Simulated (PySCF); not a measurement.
Isomers of C3H5N. All species are isolated molecules in the gas phase. One relaxed conformer stands for each flexible species; it need not be the lowest. Strings in code marks are SMILES.

A: `C1=NCC1`
B: `C#CNC`
C: `[H]/N=C\C=C` (C–C–C–N torsion 180°)
D: `C1C=C1N`
E: `CC=C=N`
F: `C(=C)=CN`

Question: Rank these by HOMO (lowest first), as PBE-D3(BJ)/def2-TZVP // B3LYP-D3(BJ)/def2-TZVP in PySCF gives it.

Answer: C (-6.17 eV), A (-5.92 eV), E (-5.32 eV), B (-5.01 eV), F (-4.85 eV), D (-4.73 eV)
